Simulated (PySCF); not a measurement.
**Polarisability and C₆ of P (phosphorus, neutral)**

[Ne] 3s2 3p3, high-spin 4S determinant. Calculation: PySCF 2.14, in def2-TZVPPD; the non-relativistic Hamiltonian (point nucleus). Coupled (time-dependent) response in atomic units; α is the mean over directions.

```
 method  mean α (bohr³)  C₆ (like pair)  S(−4)
    UHF           25.16           185.1  189.4
    PBE           26.20           191.5  226.4
   PBE0           25.56           186.6  206.3
  TPSSh           25.55           188.4  202.7
r2SCAN0           25.54           192.3  191.2
```

S(−4) is the Cauchy moment in α(ω) = α(0) + S(−4) ω² + …

Reference α: 25 ± 1 bohr³ (recommended; Schwerdtfeger and Nagle, table of static dipole polarizabilities (2023 update)). Published C₆: 185.0 (Chu and Dalgarno (2004); Tang, Norbeck and Certain (1976)).

α(iu) at TPSSh:

```csv
u (hartree),α(iu) (bohr³)
0,25.55
0.0500,25.06
0.100,23.71
0.200,19.68
0.300,15.56
0.500,9.634
0.750,5.708
1.00,3.708
1.50,1.913
2.00,1.176
3.00,0.5949
5.00,0.2616
```

A single London oscillator, α(iu) = α/(1 + u²/ω²), gives C₆ = (3/4) ω α². Matching the computed C₆ needs ω = 4 × 188.4 / (3 × 25.55²) = 0.385 hartree.
